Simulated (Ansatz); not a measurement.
Input for Ansatz (a quantum-chemistry and plane-wave program): U-B3LYP/def2-TZVPP on H2OSn (SMILES [OH][SnH]), a point of a bond scan (R = 1.803 Å). Elements past Kr take the def2 small-core potentials; no spin–orbit coupling.

Ansatz 0.2 input:
```yaml
crystal:
  periodic: [false, false, false]
  atoms:
    - {symbol: Sn, position_ang: [-0.18386056, -0.15025870, 0.19526245]}
    - {symbol: H, position_ang: [-1.45520735, 0.01473920, -1.07212820]}
    - {symbol: O, position_ang: [1.21528417, 0.79939053, -0.86933130]}
    - {symbol: H, position_ang: [0.92596202, 1.10307134, -1.73634394]}
basis:
  gaussian:
    orbitals: def2-TZVPP
hamiltonian:
  xc: {name: B3LYP}
magnetization: {spin_polarized: true, initial_magnetization: 0}
```

It printed:

```
WARN ansatz: RAYON_NUM_THREADS=1 ignored (pool sized by the plan → 1); use --threads N
Functional definition: B3LYP
integrals: 0.03 GiB planned
701 factors; their error is unknown
mean field: 0.37 GiB planned
mean field evaluation 1: about -7907.1280 eV, gradient 4.5e1 eV
mean field evaluation 2: about -7830.1901 eV, gradient 1.2e2 eV
mean field evaluation 4: about -7914.1672 eV, gradient 6.0e0 eV
mean field evaluation 8: about -7914.3584 eV, gradient 2.1e-1 eV
mean field evaluation 16: about -7914.3586 eV, gradient 1.8e-5 eV
mean field -7914.35855726 eV, -290.8473124342 hartree, gradient 1.8e-5 eV, S^2 0.000000; 0 other end points of the search recorded, 0 dependent functions left out
reference -7914.35877110 eV, -290.8473202928 hartree; 16, 16 occupied and 93, 93 virtual orbitals, 701 factors
Total energy: -7914.35877110 eV, -290.8473202928 hartree
```

Self-consistency was reached.

Cost: very roughly 1.6 core-seconds.
